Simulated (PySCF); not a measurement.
## Peak assignment

Cartesian coordinates in Å; atom numbers follow the order of the lines, from 1:
```xyz
24

B     3.539   -0.578    0.174
N     2.041   -0.783   -0.421
C     1.258    0.454   -0.525
O    -0.005    0.203   -1.023
Si   -1.430    0.231   -0.099
C    -1.700    1.967    0.545
C    -2.766   -0.298   -1.283
C    -1.234   -0.978    1.324
H     4.100    0.205   -0.585
H     3.387   -0.122    1.304
H     4.050   -1.691    0.176
H     2.092   -1.216   -1.345
H     1.537   -1.447    0.171
H     1.816    1.123   -1.198
H     1.263    0.909    0.481
H    -2.634    2.026    1.126
H    -0.880    2.291    1.204
H    -1.773    2.685   -0.287
H    -3.748   -0.317   -0.785
H    -2.829    0.396   -2.135
H    -2.565   -1.305   -1.679
H    -0.383   -0.711    1.972
H    -2.133   -0.982    1.959
H    -1.083   -2.007    0.959
```

One averaged value for each set of equivalent atoms, in vacuum, relativity neglected, a single conformation. Geometry from PBE0-D3(BJ)/def2-SVP; GIAO CAM-B3LYP/pcSseg-1 shieldings; PySCF.

Chemical shifts δ = σref − σ; $^{13}$C (182.45 ppm) and $^{1}$H (31.33 ppm) vs TMS, all at this level.

**Question.** Assign these signals to the numbered atoms. $^{13}$C{$^{1}$H} NMR (computed): δ 76.8 (CH2), -1.1 (CH3).

**Answer.** 
| δ (ppm) | atoms | environment | reason |
| --- | --- | --- | --- |
| 76.8 | C3 | sp3 CH2 bonded to N and O | 2 electronegative neighbours deshield it |
| -1.1 | C6/C7/C8 | methyl carbon bonded to Si | an electropositive neighbour leaves it electron-rich and shielded |

**Question.** Assign these signals to the numbered atoms. $^{1}$H NMR (300 MHz, computed): δ 4.17 (s, 2H), 2.78 (br s, 2H), 1.84 (br, 3H), 0.12 (s, 9H).

**Answer.** 
| δ (ppm) | atoms | environment | reason |
| --- | --- | --- | --- |
| 4.17 | H14/H15 | hydrogen on an sp3 CH2 bonded to N and O | its carbon carries N and O, an electronegative neighbour |
| 2.78 | H12/H13 | hydrogen on a donor nitrogen of a Lewis adduct | labile proton, position sensitive to the medium |
| 1.84 | H9/H10/H11 | hydrogen on a boron bonded to N | – |
| 0.12 | H16/H17/H18/H19/H20/H21/H22/H23/H24 | hydrogen on a methyl carbon bonded to Si | an electropositive neighbour shields it, as in TMS itself |

Exchangeable OH/NH protons stand at their gas-phase positions; hydrogen bonding in a real sample shifts them, mostly to higher δ. Hydrogens on boron are broadened and split by $^{11}$B (spin 3/2, 80 %) and 10B (spin 3). Shifts are as computed, not scaled to solution data. Of 1313 compounds with measured shifts, 239 miss one by over three times the rms of a fit or turn the order of signals round; such compounds aren't used in these exercises. No couplings were computed; multiplicities are counted from neighbouring protons, with m where these are inequivalent, close in shift, in a saturated or five-membered ring or joined by F or P, and br s for small geminal =CH2 splittings.
